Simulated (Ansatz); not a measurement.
## One arrangement of a pair

The pair of SiH3F (SMILES [SiH3]F, atoms 1–5) and TiF4 (SMILES F[Ti](F)(F)F, atoms 6–10), both closed shells, in one local arrangement (a lower one may exist), relaxed at PBE0-D4/def2-TZVP:

```
10
angstrom
Si 0.0871 -0.1536 -1.9576
F -0.3379 0.6817 -0.6291
H 1.5499 -0.3533 -1.9070
H -0.3099 0.6839 -3.1099
H -0.6513 -1.4327 -1.9329
F 0.1212 -0.2815 3.4871
Ti -0.0815 0.1434 1.8130
F 0.5879 -1.2376 0.9566
F 0.8406 1.6140 1.6419
F -1.8061 0.3356 1.6378
```

Computed with Ansatz 0.2.0 (basis: def2-TZVPPD, with def2-QZVPPD for the basis limit); correlated methods freeze the cores. B3LYP uses VWN-RPA correlation. Extrapolation: Hartree–Fock as exp(−7.88 √X), correlation as X^−2.97. Interaction energies count from these two fragments, frozen as in the pair, with the counterpoise correction; negative means bound.

(1) What is the interaction energy by CCSD(T) at an estimated basis limit (MP2 extrapolated from triple and quadruple zeta, plus CCSD(T) − MP2 in triple zeta)? (To be estimated.)

(2) Which atoms make the shortest contact between the fragments?

T1 diagnostic: at most 0.024.

Results:

(1) By the calculation: -34.2 kJ/mol. Hartree–Fock alone gives -27.5 kJ/mol at the basis limit. It counts from the two fragments frozen as in the pair.

The same quantity by other methods in triple zeta, and each one's difference from that estimate:
```tsv
method	E_int (kJ/mol)	difference
PBE-D4	-25.6	8.6
revPBE-D4	-21.1	13.1
BLYP-D4	-26.1	8.1
r2SCAN-D4	-34.8	-0.6
B97M-V	-34.2	0.0
PBE0-D4	-30.9	3.3
B3LYP-D4	-32.0	2.2
HSE06-D4	-30.5	3.7
wB97X-V	-33.1	1.1
wB97M-V	-34.2	0.0
B2PLYP	-23.8	10.4
HF	-27.3	6.9
MP2	-27.0	7.2
CCSD	-30.8	3.3
CCSD(T)	-30.6	3.5
```
Differences are method less estimate.

(2) F2 and Ti7, 2.51 Å apart.

Energy to bend the free fragments (PBE0-D4 minima) into their shapes in the pair, CCSD(T)/def2-TZVPPD: SiH3F 1.2 kJ/mol; TiF4 8.8 kJ/mol. This must be added to the interaction energy to get the binding energy from relaxed fragments.

Basis-set superposition shift (counterpoise-corrected less uncorrected): CCSD(T) 8.1; MP2 7.7; HF 1.5; PBE0-D4 1.4; wB97M-V 1.4 kJ/mol.

For scale, one of the runs: CCSD(T)/def2-TZVPPD, 366 basis functions, launched by `ansatz run in.yaml --threads 2 --pin off --events-out ev --progress --plain --max-ram 22528MiB --backend cuda --devices 0, --max-vram 18GiB`. The run took 12 s on 2 CPU threads of an AMD EPYC 7R13 and a share of one NVIDIA H100 (shared host), with 0.91 GiB of host memory at its peak.
